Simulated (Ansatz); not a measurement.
AlGaH4OSi: where a starting geometry ends

The starting geometry of this gas-phase singlet was optimised with GFN2-xTB.

| atom | x (Å) | y (Å) | z (Å) |
| --- | --- | --- | --- |
| Al | -1.0145 | 0.3294 | -0.2461 |
| Ga | 1.4526 | -0.8552 | -1.1628 |
| O | 0.3488 | -0.4486 | 0.6098 |
| Si | 1.4361 | -1.0538 | 1.6580 |
| H | -1.3267 | -0.9016 | -1.2726 |
| H | -2.1093 | 0.7896 | 0.7516 |
| H | 0.7344 | -0.7897 | 2.9561 |
| H | -0.1247 | 1.4468 | -1.0379 |

Question: Predict what it relaxes into with PBE0-D3(BJ)/def2-SVP.

Answer: A new bond forms, giving a structure given below by its coordinates. Distances that change by over a tenth: Ga2–Si4 (2.83 → 3.63 Å). Contacts that close: Al1–Ga2 (2.89 → 2.60 Å).

The energy falls by 0.45 eV over 13 steps:

```csv
step,E − E(last) (eV)
1,0.452
2,0.255
4,0.055
5,0.028
6,0.010
8,0.002
9,0.001
10,0.000
12,0.000
13,0.000
```

Final geometry (Å):

```xyz
8

Al   -0.9147    0.2668   -0.0757
Ga    0.9719   -0.5547   -1.6603
O     0.5477   -0.5277    0.6292
Si    1.4616   -1.0922    1.9007
H    -1.0592   -0.8841   -1.2906
H    -2.0989    0.7898    0.8293
H     0.4898   -0.6958    3.0430
H    -0.0015    1.2147   -1.1193
```

Frequencies at the end are all real (lowest 68 cm⁻¹). Run with Ansatz 0.2.0, 17 s on 2 threads of Intel(R) Xeon(R) 6975P-C (Granite Rapids), on a shared host.
